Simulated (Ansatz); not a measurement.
## Nudged elastic band run: CH₅BCl₂O

Input:

```yaml
crystal:
  periodic: [false, false, false]
  atoms:
    - { symbol: B, position_ang: [-1.335395, 0.349721, -0.028215] }
    - { symbol: H, position_ang: [-2.165093, 0.138324, 0.81849] }
    - { symbol: Cl, position_ang: [-1.539094, -0.719243, -1.526017] }
    - { symbol: Cl, position_ang: [-0.998513, 2.111356, -0.36587] }
    - { symbol: H, position_ang: [-0.154269, -1.163815, 0.907609] }
    - { symbol: O, position_ang: [0.044676, -0.218138, 0.723275] }
    - { symbol: C, position_ang: [1.321906, -0.149264, -0.013602] }
    - { symbol: H, position_ang: [2.095763, -0.582156, 0.636277] }
    - { symbol: H, position_ang: [1.231058, -0.68578, -0.969707] }
    - { symbol: H, position_ang: [1.498862, 0.918896, -0.182139] }
magnetization:
  spin_polarized: true
basis:
  gaussian: { orbitals: "6-31G*" }
hamiltonian:
  xc: revpbe
  dispersion: d4
neb:
  order_check: false
  images: 9
  f_tol: 0.05
  max_iterations: 60
  optimiser: lbfgs
  climbing: true
  final_atoms:
    - { symbol: B, position_ang: [-0.74616155, 0.96243223, -0.8838422] }
    - { symbol: H, position_ang: [-1.39574564, -1.41347328, 2.53555938] }
    - { symbol: Cl, position_ang: [-0.49318919, 0.55524848, -2.60025658] }
    - { symbol: Cl, position_ang: [-2.13518987, 1.95499842, -0.41386345] }
    - { symbol: H, position_ang: [-1.17008458, -0.86468485, 2.07995218] }
    - { symbol: O, position_ang: [0.08149719, 0.53690824, 0.0970008] }
    - { symbol: C, position_ang: [1.24465181, -0.27931823, -0.16465373] }
    - { symbol: H, position_ang: [1.74330047, -0.42957973, 0.80432353] }
    - { symbol: H, position_ang: [0.94412381, -1.25239016, -0.58803087] }
    - { symbol: H, position_ang: [1.92669855, 0.22975988, -0.86608807] }
  initial_path:
    images:
      - { positions_ang: [[-1.335395, 0.349721, -0.028215], [-2.165093, 0.138324, 0.81849], [-1.539094, -0.719243, -1.526017], [-0.998513, 2.111356, -0.36587], [-0.154269, -1.163815, 0.907609], [0.044676, -0.218138, 0.723275], [1.321906, -0.149264, -0.013602], [2.095763, -0.582156, 0.636277], [1.231058, -0.68578, -0.969707], [1.498862, 0.918896, -0.182139]] }
      - { positions_ang: [[-1.31797387, 0.37311571, -0.06485772], [-2.0732829, 0.01178471, 0.8283465], [-1.48883628, -0.63188751, -1.57477362], [-1.15028009, 2.10972156, -0.28635542], [-0.27199814, -1.03898064, 0.94134306], [0.08426019, -0.14259376, 0.7086966], [1.33689675, -0.17394668, -0.01794087], [2.10188529, -0.58127695, 0.65224602], [1.22014295, -0.77135632, -0.91576973], [1.5590871, 0.84532089, -0.27083382]] }
      - { positions_ang: [[-1.30055274, 0.39651041, -0.10150045], [-1.98147281, -0.11475459, 0.838203], [-1.43857856, -0.54453203, -1.62353025], [-1.30204717, 2.10808712, -0.20684084], [-0.38972729, -0.91414627, 0.97507712], [0.12384439, -0.06704952, 0.69411821], [1.3518875, -0.19862935, -0.02227975], [2.10800758, -0.5803979, 0.66821505], [1.2092279, -0.85693264, -0.86183246], [1.61931221, 0.77174577, -0.35952863]] }
      - { positions_ang: [[-1.28313162, 0.41990512, -0.13814317], [-1.88966271, -0.24129388, 0.8480595], [-1.38832084, -0.45717654, -1.67228687], [-1.45381426, 2.10645268, -0.12732626], [-0.50745643, -0.78931191, 1.00881118], [0.16342858, 0.00849473, 0.67953981], [1.36687825, -0.22331203, -0.02661862], [2.11412987, -0.57951886, 0.68418407], [1.19831285, -0.94250896, -0.80789519], [1.67953731, 0.69817066, -0.44822345]] }
      - { positions_ang: [[-1.26571049, 0.44329983, -0.1747859], [-1.79785262, -0.36783318, 0.857916], [-1.33806311, -0.36982106, -1.72104349], [-1.60558135, 2.10481823, -0.04781168], [-0.62518557, -0.66447754, 1.04254524], [0.20301277, 0.08403897, 0.66496141], [1.381869, -0.2479947, -0.0309575], [2.12025217, -0.57863981, 0.7001531], [1.1873978, -1.02808528, -0.75395793], [1.73976241, 0.62459554, -0.53691826]] }
      - { positions_ang: [[-1.24828936, 0.46669453, -0.21142862], [-1.70604252, -0.49437247, 0.86777251], [-1.28780539, -0.28246557, -1.76980012], [-1.75734843, 2.10318379, 0.0317029], [-0.74291471, -0.53964318, 1.0762793], [0.24259696, 0.15958321, 0.65038302], [1.39685974, -0.27267738, -0.03529637], [2.12637446, -0.57776076, 0.71612212], [1.17648275, -1.1136616, -0.70002066], [1.79998752, 0.55102043, -0.62561308]] }
      - { positions_ang: [[-1.1478638, 0.56584207, -0.34591134], [-1.64398315, -0.67819263, 1.20132988], [-1.12888215, -0.11492276, -1.93589141], [-1.83291672, 2.07354672, -0.05741037], [-0.82834869, -0.60465151, 1.27701387], [0.21037701, 0.23504822, 0.53970657], [1.36641816, -0.27400555, -0.06116785], [2.04975966, -0.54812455, 0.7337624], [1.13001096, -1.14140731, -0.6776227], [1.82532972, 0.48676832, -0.67370807]] }
      - { positions_ang: [[-1.04743824, 0.66498961, -0.48039405], [-1.58192377, -0.86201279, 1.53488726], [-0.96995891, 0.05262005, -2.1019827], [-1.90848501, 2.04390964, -0.14652364], [-0.91378266, -0.66965985, 1.47774845], [0.17815705, 0.31051322, 0.42903013], [1.33597657, -0.27533372, -0.08703932], [1.97314486, -0.51848835, 0.75140269], [1.08353917, -1.16915303, -0.65522474], [1.85067193, 0.42251621, -0.72180307]] }
      - { positions_ang: [[-0.94701268, 0.76413715, -0.61487677], [-1.51986439, -1.04583295, 1.86844463], [-0.81103567, 0.22016286, -2.26807399], [-1.9840533, 2.01427257, -0.23563691], [-0.99921663, -0.73466818, 1.67848303], [0.1459371, 0.38597823, 0.31835369], [1.30553498, -0.27666189, -0.11291079], [1.89653006, -0.48885214, 0.76904297], [1.03706739, -1.19689874, -0.63282679], [1.87601414, 0.3582641, -0.76989807]] }
      - { positions_ang: [[-0.84658712, 0.86328469, -0.74935948], [-1.45780502, -1.22965312, 2.20200201], [-0.65211243, 0.38770567, -2.43416528], [-2.05962158, 1.98463549, -0.32475018], [-1.08465061, -0.79967651, 1.8792176], [0.11371714, 0.46144323, 0.20767724], [1.27509339, -0.27799006, -0.13878226], [1.81991527, -0.45921594, 0.78668325], [0.9905956, -1.22464445, -0.61042883], [1.90135634, 0.29401199, -0.81799307]] }
      - { positions_ang: [[-0.74616155, 0.96243223, -0.8838422], [-1.39574564, -1.41347328, 2.53555938], [-0.49318919, 0.55524848, -2.60025658], [-2.13518987, 1.95499842, -0.41386345], [-1.17008458, -0.86468485, 2.07995218], [0.08149719, 0.53690824, 0.0970008], [1.24465181, -0.27931823, -0.16465373], [1.74330047, -0.42957973, 0.80432353], [0.94412381, -1.25239016, -0.58803087], [1.92669855, 0.22975988, -0.86608807]] }
```

Run as:

```bash
$ ansatz run input.yaml --threads 2 --pin off --max-ram 3072MiB --backend cpu --events-out ev --progress --plain --runs-dir out
```

Output, in part (warnings, iteration lines):

```
NEB end point (image 0): max|allowed force component| = 1.779e-2 eV/Å (the criterion of neb.relax_end_points is 1.000e-2)
NEB end point (image 10): max|allowed force component| = 2.761e-2 eV/Å (the criterion of neb.relax_end_points is 1.000e-2)
NEB iter   1: max|band force component| = 5.622e0 eV/Å  barrier→ = 1.7941 eV  barrier← = 2.5242 eV  Δτ_max = 0.0872 Å  (325 SCF iters)
NEB iter   2: max|band force component| = 3.401e0 eV/Å  barrier→ = 1.4992 eV  barrier← = 2.2293 eV  Δτ_max = 0.0803 Å  (279 SCF iters)
NEB iter   3: max|band force component| = 2.003e0 eV/Å  barrier→ = 1.3971 eV  barrier← = 2.1272 eV  Δτ_max = 0.0840 Å  (276 SCF iters)
NEB iter   4: max|band force component| = 2.594e0 eV/Å  barrier→ = 1.3590 eV  barrier← = 2.0891 eV  Δτ_max = 0.0377 Å  (273 SCF iters)
NEB iter   5: max|band force component| = 9.269e-1 eV/Å  barrier→ = 1.3308 eV  barrier← = 2.0609 eV  Δτ_max = 0.0338 Å  (275 SCF iters)
NEB iter   6: max|band force component| = 1.430e0 eV/Å  barrier→ = 1.2850 eV  barrier← = 2.0151 eV  Δτ_max = 0.0218 Å  (276 SCF iters)
NEB iter   7: max|band force component| = 6.921e-1 eV/Å  barrier→ = 1.2639 eV  barrier← = 1.9940 eV  Δτ_max = 0.0449 Å  (276 SCF iters)
NEB iter   8: max|band force component| = 1.688e0 eV/Å  barrier→ = 1.1900 eV  barrier← = 1.9201 eV  Δτ_max = 0.0250 Å  (274 SCF iters)
NEB iter   9: max|band force component| = 6.195e-1 eV/Å  barrier→ = 1.1697 eV  barrier← = 1.8998 eV  CI = image 5  Δτ_max = 0.0136 Å  (275 SCF iters)
NEB iter  10: max|band force component| = 5.791e-1 eV/Å  barrier→ = 1.1806 eV  barrier← = 1.9108 eV  CI = image 5  Δτ_max = 0.1558 Å  (243 SCF iters)
NEB iter  11: max|band force component| = 1.298e0 eV/Å  barrier→ = 1.2602 eV  barrier← = 1.9903 eV  CI = image 5  Δτ_max = 0.0209 Å  (275 SCF iters)
NEB iter  12: max|band force component| = 5.520e-1 eV/Å  barrier→ = 1.2508 eV  barrier← = 1.9809 eV  CI = image 5  Δτ_max = 0.0174 Å  (267 SCF iters)
NEB iter  13: max|band force component| = 6.793e-1 eV/Å  barrier→ = 1.2451 eV  barrier← = 1.9752 eV  CI = image 5  Δτ_max = 0.0098 Å  (269 SCF iters)
NEB iter  14: max|band force component| = 2.789e-1 eV/Å  barrier→ = 1.2437 eV  barrier← = 1.9739 eV  CI = image 5  Δτ_max = 0.0162 Å  (249 SCF iters)
NEB iter  15: max|band force component| = 5.518e-1 eV/Å  barrier→ = 1.2422 eV  barrier← = 1.9723 eV  CI = image 5  Δτ_max = 0.0084 Å  (264 SCF iters)
NEB iter  16: max|band force component| = 2.167e-1 eV/Å  barrier→ = 1.2418 eV  barrier← = 1.9719 eV  CI = image 5  Δτ_max = 0.0138 Å  (236 SCF iters)
NEB iter  17: max|band force component| = 5.280e-1 eV/Å  barrier→ = 1.2415 eV  barrier← = 1.9716 eV  CI = image 5  Δτ_max = 0.0079 Å  (258 SCF iters)
NEB iter  18: max|band force component| = 1.954e-1 eV/Å  barrier→ = 1.2413 eV  barrier← = 1.9714 eV  CI = image 5  Δτ_max = 0.0096 Å  (237 SCF iters)
NEB iter  19: max|band force component| = 4.711e-1 eV/Å  barrier→ = 1.2412 eV  barrier← = 1.9713 eV  CI = image 5  Δτ_max = 0.0070 Å  (238 SCF iters)
NEB iter  20: max|band force component| = 1.895e-1 eV/Å  barrier→ = 1.2411 eV  barrier← = 1.9712 eV  CI = image 5  Δτ_max = 0.0122 Å  (231 SCF iters)
NEB iter  21: max|band force component| = 4.905e-1 eV/Å  barrier→ = 1.2410 eV  barrier← = 1.9711 eV  CI = image 5  Δτ_max = 0.0073 Å  (252 SCF iters)
NEB iter  22: max|band force component| = 1.734e-1 eV/Å  barrier→ = 1.2409 eV  barrier← = 1.9710 eV  CI = image 5  Δτ_max = 0.0076 Å  (226 SCF iters)
NEB iter  23: max|band force component| = 4.174e-1 eV/Å  barrier→ = 1.2408 eV  barrier← = 1.9709 eV  CI = image 5  Δτ_max = 0.0062 Å  (228 SCF iters)
NEB iter  24: max|band force component| = 1.637e-1 eV/Å  barrier→ = 1.2408 eV  barrier← = 1.9709 eV  CI = image 5  Δτ_max = 0.0100 Å  (228 SCF iters)
NEB iter  25: max|band force component| = 4.499e-1 eV/Å  barrier→ = 1.2407 eV  barrier← = 1.9708 eV  CI = image 5  Δτ_max = 0.0067 Å  (239 SCF iters)
NEB iter  26: max|band force component| = 1.536e-1 eV/Å  barrier→ = 1.2407 eV  barrier← = 1.9708 eV  CI = image 5  Δτ_max = 0.0064 Å  (226 SCF iters)
NEB iter  27: max|band force component| = 3.725e-1 eV/Å  barrier→ = 1.2406 eV  barrier← = 1.9707 eV  CI = image 5  Δτ_max = 0.0056 Å  (219 SCF iters)
NEB iter  28: max|band force component| = 1.435e-1 eV/Å  barrier→ = 1.2406 eV  barrier← = 1.9707 eV  CI = image 5  Δτ_max = 0.0085 Å  (219 SCF iters)
NEB iter  29: max|band force component| = 4.093e-1 eV/Å  barrier→ = 1.2405 eV  barrier← = 1.9706 eV  CI = image 5  Δτ_max = 0.0061 Å  (230 SCF iters)
NEB iter  30: max|band force component| = 1.364e-1 eV/Å  barrier→ = 1.2405 eV  barrier← = 1.9706 eV  CI = image 5  Δτ_max = 0.0056 Å  (222 SCF iters)
NEB iter  31: max|band force component| = 3.342e-1 eV/Å  barrier→ = 1.2404 eV  barrier← = 1.9705 eV  CI = image 5  Δτ_max = 0.0050 Å  (218 SCF iters)
NEB iter  32: max|band force component| = 1.273e-1 eV/Å  barrier→ = 1.2404 eV  barrier← = 1.9705 eV  CI = image 5  Δτ_max = 0.0073 Å  (220 SCF iters)
NEB iter  33: max|band force component| = 3.718e-1 eV/Å  barrier→ = 1.2403 eV  barrier← = 1.9705 eV  CI = image 5  Δτ_max = 0.0055 Å  (230 SCF iters)
NEB iter  34: max|band force component| = 1.216e-1 eV/Å  barrier→ = 1.2403 eV  barrier← = 1.9704 eV  CI = image 5  Δτ_max = 0.0049 Å  (217 SCF iters)
NEB iter  35: max|band force component| = 3.015e-1 eV/Å  barrier→ = 1.2403 eV  barrier← = 1.9704 eV  CI = image 5  Δτ_max = 0.0045 Å  (219 SCF iters)
NEB iter  36: max|band force component| = 1.136e-1 eV/Å  barrier→ = 1.2402 eV  barrier← = 1.9704 eV  CI = image 5  Δτ_max = 0.0064 Å  (214 SCF iters)
NEB iter  37: max|band force component| = 3.383e-1 eV/Å  barrier→ = 1.2402 eV  barrier← = 1.9703 eV  CI = image 5  Δτ_max = 0.0050 Å  (223 SCF iters)
NEB iter  38: max|band force component| = 1.088e-1 eV/Å  barrier→ = 1.2402 eV  barrier← = 1.9703 eV  CI = image 5  Δτ_max = 0.0044 Å  (215 SCF iters)
NEB iter  39: max|band force component| = 2.736e-1 eV/Å  barrier→ = 1.2401 eV  barrier← = 1.9702 eV  CI = image 5  Δτ_max = 0.0041 Å  (215 SCF iters)
NEB iter  40: max|band force component| = 1.018e-1 eV/Å  barrier→ = 1.2401 eV  barrier← = 1.9702 eV  CI = image 5  Δτ_max = 0.0056 Å  (213 SCF iters)
NEB iter  41: max|band force component| = 3.085e-1 eV/Å  barrier→ = 1.2401 eV  barrier← = 1.9702 eV  CI = image 5  Δτ_max = 0.0046 Å  (218 SCF iters)
NEB iter  42: max|band force component| = 9.761e-2 eV/Å  barrier→ = 1.2400 eV  barrier← = 1.9701 eV  CI = image 5  Δτ_max = 0.0039 Å  (213 SCF iters)
NEB iter  43: max|band force component| = 2.498e-1 eV/Å  barrier→ = 1.2400 eV  barrier← = 1.9701 eV  CI = image 5  Δτ_max = 0.0037 Å  (215 SCF iters)
NEB iter  44: max|band force component| = 9.153e-2 eV/Å  barrier→ = 1.2400 eV  barrier← = 1.9701 eV  CI = image 5  Δτ_max = 0.0050 Å  (212 SCF iters)
NEB iter  45: max|band force component| = 2.823e-1 eV/Å  barrier→ = 1.2399 eV  barrier← = 1.9700 eV  CI = image 5  Δτ_max = 0.0042 Å  (217 SCF iters)
NEB iter  46: max|band force component| = 8.783e-2 eV/Å  barrier→ = 1.2399 eV  barrier← = 1.9700 eV  CI = image 5  Δτ_max = 0.0035 Å  (213 SCF iters)
NEB iter  47: max|band force component| = 2.295e-1 eV/Å  barrier→ = 1.2399 eV  barrier← = 1.9700 eV  CI = image 5  Δτ_max = 0.0034 Å  (215 SCF iters)
NEB iter  48: max|band force component| = 8.250e-2 eV/Å  barrier→ = 1.2398 eV  barrier← = 1.9700 eV  CI = image 5  Δτ_max = 0.0044 Å  (210 SCF iters)
NEB iter  49: max|band force component| = 2.591e-1 eV/Å  barrier→ = 1.2398 eV  barrier← = 1.9699 eV  CI = image 5  Δτ_max = 0.0038 Å  (216 SCF iters)
NEB iter  50: max|band force component| = 7.925e-2 eV/Å  barrier→ = 1.2398 eV  barrier← = 1.9699 eV  CI = image 5  Δτ_max = 0.0032 Å  (213 SCF iters)
NEB iter  51: max|band force component| = 2.121e-1 eV/Å  barrier→ = 1.2397 eV  barrier← = 1.9699 eV  CI = image 5  Δτ_max = 0.0032 Å  (212 SCF iters)
NEB iter  52: max|band force component| = 7.455e-2 eV/Å  barrier→ = 1.2397 eV  barrier← = 1.9698 eV  CI = image 5  Δτ_max = 0.0040 Å  (204 SCF iters)
NEB iter  53: max|band force component| = 2.385e-1 eV/Å  barrier→ = 1.2397 eV  barrier← = 1.9698 eV  CI = image 5  Δτ_max = 0.0035 Å  (214 SCF iters)
NEB iter  54: max|band force component| = 7.169e-2 eV/Å  barrier→ = 1.2397 eV  barrier← = 1.9698 eV  CI = image 5  Δτ_max = 0.0029 Å  (212 SCF iters)
NEB iter  55: max|band force component| = 1.972e-1 eV/Å  barrier→ = 1.2396 eV  barrier← = 1.9697 eV  CI = image 5  Δτ_max = 0.0029 Å  (212 SCF iters)
NEB iter  56: max|band force component| = 6.752e-2 eV/Å  barrier→ = 1.2396 eV  barrier← = 1.9697 eV  CI = image 5  Δτ_max = 0.0035 Å  (202 SCF iters)
NEB iter  57: max|band force component| = 2.203e-1 eV/Å  barrier→ = 1.2396 eV  barrier← = 1.9697 eV  CI = image 5  Δτ_max = 0.0033 Å  (216 SCF iters)
NEB iter  58: max|band force component| = 6.502e-2 eV/Å  barrier→ = 1.2395 eV  barrier← = 1.9697 eV  CI = image 5  Δτ_max = 0.0026 Å  (204 SCF iters)
NEB iter  59: max|band force component| = 1.844e-1 eV/Å  barrier→ = 1.2395 eV  barrier← = 1.9696 eV  CI = image 5  Δτ_max = 0.0027 Å  (207 SCF iters)
NEB iter  60: max|band force component| = 6.146e-2 eV/Å  barrier→ = 1.2395 eV  barrier← = 1.9696 eV  CI = image 5  Δτ_max = 0.0032 Å  (197 SCF iters)
Error: NEB band did not converge after 60 iterations: max|band force component| = 6.15e-2 eV/Å (threshold 5.0e-2); raise `neb.max_iterations` in a new run, which can start from the last band evaluated (`neb.initial_path`, with `crystal.atoms` and `neb.final_atoms` set to its first and last images), …
```

It did not converge within its limit. The band didn't meet its force threshold, so its energies are provisional: the largest band force was still 0.06 eV/Å, and over the last iterations the top stayed at 1.24 eV. The orbitals stay closed-shell, which can raise the energy where a bond breaks towards radicals; this wasn't checked here.

Final band (atoms are numbered from 1 in the order of the input):

```tsv
image	path coordinate (Å)	energy (kJ/mol)	B1–H2 (Å)	H5–O6 (Å)	H2–H5 (Å)
0	0.00	0.0	1.20	0.98	2.40
1	0.46	1.9	1.21	0.98	2.29
2	0.93	6.7	1.21	0.98	2.18
3	1.39	13.6	1.21	0.98	2.03
4	1.86	50.0	1.24	1.01	1.54
5	2.32	119.6	1.38	1.29	1.04
6	3.06	-8.6	2.04	1.95	0.76
7	3.80	-60.1	2.71	2.39	0.75
8	4.54	-66.4	3.22	2.42	0.75
9	5.27	-69.1	3.70	2.47	0.75
10	5.98	-70.4	4.21	2.73	0.75
```

Time of the run: 15 min on 2 threads of AMD EPYC 9R14 (Zen 4), on a shared host, peak memory 0.19 GiB.
